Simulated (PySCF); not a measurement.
CH$_{4}$BClO (calculated)

All values are calculated (PySCF 2.14.0). Calculation on a computer-drawn molecule: the log of a Hartree-Fock and frozen-core CCSD(T) single point meant for a local Hartree-Fock minimum, with one planted fault or none, to be diagnosed. Offsets are logged minus clean, where the clean run is the same molecule without the fault. The reference is restricted for singlets and unrestricted otherwise, and also for a bond in bohr or an excited solution. Adding or removing an electron swaps singlet and doublet. The excited solution moves the top pair (singlet) or top alpha electron (doublet) to the lowest empty orbital. Highest occupied and lowest empty are orbital energies over both spins, largest force is the largest gradient component, triples share is (T) over the correlation energy, the T1 limit is 0.02 restricted and 0.045 unrestricted, electrons count all cores, a negative frequency is imaginary (commonest isotopes), and the dipole is about the centre of nuclear charge.

```yaml
- formula: CH4BClO
  logged_structure:
    atoms_angstrom:
      - [O, 0.3352, -1.3436, 0.4222]
      - [C, 0.6058, -0.6822, -0.7793]
      - [B, 0.6335, -1.6248, -2.0335]
      - [Cl, 0.3587, -3.3565, -1.9413]
      - [H, 0.3375, -0.7193, 1.1312]
      - [H, -0.794, 0.8046, -1.1858]
      - [H, 1.5781, -0.1642, -0.7566]
      - [H, 0.8517, -1.1585, -3.1117]
  given:
    meant_charge: 0
    meant_multiplicity: 1
    meant_basis: "cc-pV(D+d)Z"
    logged_electrons: 40
    logged_basis_functions: 85
    logged_SCF_converged: "yes"
    logged_spin_squared: 0.7262
    "logged_highest_occupied [eV]": -10.584
    "logged_lowest_empty [eV]": 1.5821
    "logged_largest_force [hartree/bohr]": 0.032685
    logged_T1_diagnostic: 0.047598
    logged_D1_diagnostic: 0.23177
    logged_triples_share: 0.033461
    logged_CC_converged: "yes"
    "logged_dipole_magnitude [debye]": 2.5942
    logged_SCF_stable_within_its_kind: "yes"
    "logged_energy_HF [hartree]": -599.16824
    "logged_energy_CCSD(T) [hartree]": -599.77091
    possible_faults: "no fault, one electron removed, one electron added, multiplicity raised by two, geometry at a saddle point, SCF held on an excited solution, minimal basis STO-3G, one bond length entered in bohr, all coordinates scaled"
    drawn_bonds_atom: [1, 2, 3, 1, 2, 2, 3]
    drawn_bonds_other_atom: [2, 3, 4, 5, 6, 7, 8]
    drawn_bonds_order: [1, 1, 1, 1, 1, 1, 1]
  results:
    planted_fault: "one bond length entered in bohr, row 5 of the drawn bonds"
    "HF_energy_offset_from_clean_run [kcal/mol]": 71.58
    "CCSD(T)_energy_offset_from_clean_run [kcal/mol]": 71.55
  notes: ["T1 above single-reference limit"]
```
